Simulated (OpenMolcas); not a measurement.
A calculation on Al.

```yaml
Program: OpenMolcas 26.06
Method: "SS-CASPT2, IPEA 0.25 Eh, imaginary shift 0.1 Eh (closed shells correlated: 2s 2p 3s)"
Basis: ANO-RCC-VTZP [5s4p2d1f]
Scalar_Hamiltonian: DKH2, point nucleus
Active_space: 1 electron in 3 orbitals (3p)
State_averaging: 2S+1 = 2 odd, 3 roots
Spin-orbit_coupling: RASSI with atomic mean-field integrals over the reference wave functions, term energies averaged over their components
```

**Question.** Which level of the active space comes out lowest?

**Answer.** 3s² 3p ²P°_1/2, with 100 % of that term; it is also the measured ground level.

**Question.** How high does 3s² 3p ²P°_3/2 lie?

**Answer.** 0.0117 eV above the lowest level; measured 0.0139 eV above the ground level, so the calculation is off by -16 %.

Measured values: NIST Handbook of Basic Atomic Spectroscopic Data.

With one active electron, CASPT2 adds the correlation within the correlated inactive shells and between them and that electron, and leaves the splitting within a term as the reference gives it. Computed and measured levels are paired by configuration, term and J; levels that our copy of the source lacks, or whose pairing is in doubt (as where it misses far off the trend of its configuration), stay unpaired and out of the deviations. Levels of configurations outside the active space are missing.

° marks odd parity.
